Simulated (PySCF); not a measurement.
C₅H₅, SMILES [CH]1C=CC=C1 (connectivity only; charge and spin as stated), charge +1, multiplicity 1.

Coordinates come from a B3LYP-D3(BJ)/def2-SVP optimisation. The multiplicity is an assumed one; no other spin state was optimised. The isomer is the one that the SMILES or the coordinates give; other isomers of the formula were not compared.

All values below come from PBE/def2-TZVP in PySCF.

Gas-phase values at a fixed geometry.

Task: Estimate the frontier levels, gap, dipole moment and polarisability. (The exact figures need the calculation; the answer reports its results.)

Result: 
```json
{
  "highest_occupied_level": "-12.05 eV",
  "lowest_empty_level": "-11.65 eV",
  "orbital_gap": "0.40 eV",
  "dipole_moment_about_the_centre_of_nuclear_charge": "0.045 e·Å",
  "mean_static_polarisability": "47.6 bohr³ (7.05 Å³)",
  "polarisability_principal_values": "27.5, 56.3, 59.0 bohr³"
}
```
